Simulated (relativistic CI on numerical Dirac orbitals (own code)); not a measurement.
One change at a time: S⁺

Base calculation: Dirac-Coulomb-Breit CI, separate exchange-only KLI orbitals for each configuration, QED by a radiative potential, valence Slater integrals scaled by 0.85, P86 correlation energy added to each configuration.

Configuration list (outside the closed core [Ne]): 3s2 3p3, 3s 3p4, 3s2 3p2 3d, 3s2 3p2 4s, 3s2 3p2 4p, 3p5, 3s 3p3 3d, 3s2 3p2 5s, 3s2 3p2 4d, 3s2 3p2 5p, 3s2 3p2 4f, 3s2 3p2 6s, 3s2 3p2 5d, 3s2 3p2 6p, 3s2 3p2 5f, 3s2 3p2 5g, 3s2 3p 4s 4p, 3s2 3p2 6d, 3s2 3p 3d 4p, 3s 3p3 4s, 3s2 3p 3d2, 3s2 3d3, 3s2 3d2 4s, 3s2 3d2 4p, 3s 3p 3d3, 3s2 3d2 5s, 3s2 3p 4s2, 3s2 3d 4s2, 3s2 4s2 4p, 3s 3p 3d 4s2, 3s2 4s2 5s, 3s2 3p 3d 4s, 3s2 3d 4s 4p, 3s 3p 3d2 4s, 3s2 3d 4s 5s, 3p3 3d2, 3p2 3d3, 3p2 3d2 4s, 3p2 3d2 4p, 3p2 3d2 5s, 3s2 3p 4p2, 3s2 3d 4p2, 3s2 4s 4p2, 3s2 4p3, 3s 3p 3d 4p2, 3s2 4p2 5s. Double excitations out of closed p, d and f shells are left out; levels of such configurations are missing from the list, as are those of other unlisted configurations, and high levels can miss mixing partners. These lack a partner that the ground configuration has and come out too high: 3s2 3p2 4d, 3s2 3p2 5p, 3s2 3p2 4f, 3s2 3p2 6s, 3s2 3p2 5d.

Variants: (1) no correlation estimate; (2) Slater integrals left unscaled; (3) one mean potential for all configurations; (4) non-relativistic limit. Shifts of the energy above 3s2 3p3 4S°_3/2, in cm⁻¹, for the lowest level and the first level of each name with at least 55 % of one term (blank where a level changes its place among those of its configuration and J or its character, or is not in the variant):

| Level | Base | Δ(1) | Δ(2) | Δ(3) | Δ(4) | Measured |
| --- | --- | --- | --- | --- | --- | --- |
| 3s2 3p3 4S°_3/2 | 0.0 | 0.0 | 0.0 | 0.0 | 0.0 | 0.0 |
| 3s2 3p3 2D°_3/2 | 15627.6 | -3.6 | +2627.6 | +131.9 | +31.6 | 14852.9 |
| 3s2 3p3 2D°_5/2 | 15662.2 | -3.6 | +2625.4 | +131.2 | -3.0 | 14884.7 |
| 3s2 3p3 2P°_1/2 | 24081.2 | -16.0 | +3518.2 | +125.2 | -13.2 | 24524.8 |
| 3s2 3p3 2P°_3/2 | 24125.6 | -16.0 | +3509.5 | +123.7 | -57.5 | 24571.5 |
| 3s 3p4 4P_5/2 | 86689.6 | -851.9 | -1422.5 | -1014.6 | -596.5 | 79395.4 |
| 3s 3p4 4P_3/2 | 87050.9 | -853.3 | -1422.9 | -1016.6 | -957.8 | 79756.8 |
| 3s 3p4 4P_1/2 | 87257.7 | -854.1 | -1422.3 | -1017.7 | -1164.6 | 79962.6 |
| 3s 3p4 2D_3/2 | 107047.4 | -1321.4 | +1538.0 | -612.4 | -638.4 | 97890.7 |
| 3s 3p4 2D_5/2 | 107070.4 | -1322.2 | +1539.7 | -610.2 | -661.4 | 97918.9 |
| 3s2 3p2 3d 2P_3/2 | 115167.1 | -2358.8 | +2250.1 | -347.6 | -48.6 | 105599.1 |
| 3s2 3p2 3d 2P_1/2 | 115565.8 | -2377.6 | +2259.0 | -314.4 | -447.3 | 106044.2 |
| 3s2 3p2 4s 4P_1/2 | 117414.4 | -4363.6 | +3669.6 | +1754.5 | +787.6 | 109560.7 |
| 3s2 3p2 4s 4P_3/2 | 117691.2 | -4345.5 | +3667.7 | +1763.2 | +510.8 | 109831.6 |

Correlation outside the listed configurations is missing or only estimated: errors of thousands of cm⁻¹ between configurations and terms are usual at this charge. Rates and lifetimes follow the computed energies and can be off by large factors. The fine structure of a lone outer electron comes out too small, for d and f at times inverted, and misplaced configurations move strength between like terms. 54 of the 56 excited levels that our extract of the measured tables holds in this range could be paired (the sources list more); they are missed by 7796 cm⁻¹ on average and 10242 at most, and levels without a partner can miss by more.

Measured levels: NIST Handbook of Basic Atomic Spectroscopic Data (Sansonetti and Martin, J. Phys. Chem. Ref. Data 34, 1559 (2005)).

Ionisation energy from the two ground configurations alone: base 23.6 eV; no correlation estimate 22.52 eV; Slater integrals left unscaled 23.82 eV. The NIST ASD value (measured) is 23.3379 eV.
